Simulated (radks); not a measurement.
Values are calculated unless marked as measured or tabulated.
All-electron atom: F3+ in [He] 2s1.5 2p2 3s0.5 (fractional occupations, a model configuration).

Level of theory: scalar-relativistic Kohn-Sham, exchange-only r2SCAN, spin-polarised, spherical densities, finite nucleus; open shells are filled with parallel spins first; meta-GGA in the generalised Kohn-Sham scheme; Fermi nuclear charge, rms radius 2.8976 fm (a radial shooting solver on a logarithmic mesh with Libxc functionals).

Energy parts (hartree):
total: -94.24000
kinetic: 94.41316
electron-nucleus: -210.10142
Hartree: 29.63021
exchange: -8.18194

Orbitals (lengths in bohr, moments of r in powers of bohr; <r^-3> diverges for s and p1/2):
[
 {"orbital": "1s up", "occ.": "1", "eigenvalue (hartree)": "-27.85726", "<r^-3>": "-", "<r^2>": "0.04185"},
 {"orbital": "1s down", "occ.": "1", "eigenvalue (hartree)": "-27.70585", "<r^-3>": "-", "<r^2>": "0.04127"},
 {"orbital": "2s up", "occ.": "1", "eigenvalue (hartree)": "-3.74935", "<r^-3>": "-", "<r^2>": "0.8518"},
 {"orbital": "2s down", "occ.": "0.5", "eigenvalue (hartree)": "-3.28605", "<r^-3>": "-", "<r^2>": "0.9316"},
 {"orbital": "2p up", "occ.": "2", "eigenvalue (hartree)": "-3.02918", "<r^-3>": "12.76", "<r^2>": "0.7818"},
 {"orbital": "2p down", "occ.": "0", "eigenvalue (hartree)": "-2.54357", "<r^-3>": "11.79", "<r^2>": "0.8783"},
 {"orbital": "3s up", "occ.": "0.5", "eigenvalue (hartree)": "-1.07043", "<r^-3>": "-", "<r^2>": "6.873"},
 {"orbital": "3p up", "occ.": "0", "eigenvalue (hartree)": "-0.89312", "<r^-3>": "1.925", "<r^2>": "7.506"},
 {"orbital": "3d up", "occ.": "0", "eigenvalue (hartree)": "-0.68074", "<r^-3>": "0.2245", "<r^2>": "7.146"}
]

The highest occupied level is 3s up at -29.128 eV. The configuration is held as typed, so some empty levels lie below it. Spin moment in Bohr magnetons: 3. The density falls to 0.001 e/bohr^3 at r = 3.24 bohr. The electron density at the nucleus is 467.8 e/bohr^3 (large components only). The spin density at the nucleus is 9.719 e/bohr^3 (1s -1.196, 2s 9.644, 3s 1.271). Summed over all electrons, <r^2> = 6.401 bohr^2, which gives a Langevin (diamagnetic) susceptibility term of -5.07 x 10^-6 cm^3/mol.
